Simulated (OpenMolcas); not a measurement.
## 5s2 5p along the 49-electron sequence

```json
{
 "Program": "OpenMolcas 26.06",
 "Method": "MS-CASPT2, IPEA 0.25 Eh, imaginary shift 0.1 Eh",
 "Basis": "ANO-RCC-VQZP",
 "Scalar Hamiltonian": "DKH2, point nucleus",
 "Spin-orbit coupling": "state interaction with AMFI integrals over the reference wave functions, term energies averaged over their components"
}
```

Active space for each ion: 3 electrons in 8 orbitals (5s 5p 6s 6p); closed shells correlated by CASPT2: 4d.

Computed levels in cm-1 above 2P* 1/2:

```json
{"Level": "2P* 3/2", "Sb2+": "5740", "Te3+": "8040", "I4+": "10430", "Xe5+": "13560"}
{"Level": "weight of 2P* in the lowest level (%)", "Sb2+": "100", "Te3+": "100", "I4+": "100", "Xe5+": "100"}
```

Measured, with the error of the calculation in %. Measured levels: Sb2+, Te3+ from Moore, Atomic Energy Levels, vol. III, NSRDS-NBS 35 (1971 reprint of NBS Circular 467, 1958); Xe5+ from Saloman, J. Phys. Chem. Ref. Data 33, 765 (2004).

```csv
Level,Sb2+,Te3+,Xe5+
2P* 3/2,6576 (-12.7),9223 (-12.8),15599 (-13.1)
```

The fine-structure level 2P* 3/2 changes by a factor of 2.36 from Sb2+ to Xe5+. Its fourth root runs 8.70, 9.47, 10.11, 10.79, with steps per unit of Z of 0.77, 0.64, 0.69; equal steps would mean a (Z - σ)^4 law with constant σ.

Over all roots computed the reference weight is 0.83 to 0.94 in Sb2+, 0.84 to 0.94 in Te3+, 0.85 to 0.95 in I4+, 0.86 to 0.95 in Xe5+; the roots of lowest weight are the least certain, and an intruder state may touch them. The run also gave levels led by 5s2 6p, which use shells meant for correlation; these and all levels above them are left out (holds for Sb2+; Te3+). Active for correlation alone: 6p 6s; no level in the range computed is led by a configuration that fills them, so any true level of that kind is missing (holds for I4+; Xe5+). Measured partners are found by configuration, term and J. A level has none where our copy of the source lacks it or the pairing is in doubt (some pairs that miss far off the trend of their configuration count as doubtful), and it then counts in no deviation. Only configurations of the active space appear.

* marks odd parity.
